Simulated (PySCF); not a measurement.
## Electron affinity of Pd by level of theory

Pd⁻ [Kr] 4d10 5s1 (2S) → Pd [Kr] 4d10 (1S), as a difference of total energies. Calculation: PySCF 2.14, in aug-cc-pVDZ-PP with ECP28MDF (5s5p4d2f, 54 functions); scalar relativity through the core potential. Correlated levels: valence: 4s2 4p6 frozen. The calculations carry no spin-orbit coupling.

| method | electron affinity (eV) |
| --- | --- |
| UHF | -0.273 |
| MP2 (valence) | 0.215 |
| SCS-MP2 (valence) | 0.135 |
| CCSD (valence) | 0.292 |
| CCSD(T) (valence) | 0.385 |

Errors of the correlated levels include the incompleteness of this basis and the frozen core.

A negative affinity means that the anion lies above the atom at that level of theory.

The coupled-cluster amplitudes are large for Pd⁻ (T1 above 0.03 or a double amplitude above 0.15), so a single reference is strained.

For comparison: 0.562 eV (measured; photodetachment measurements, as compiled on the Wikipedia data page of electron affinities).
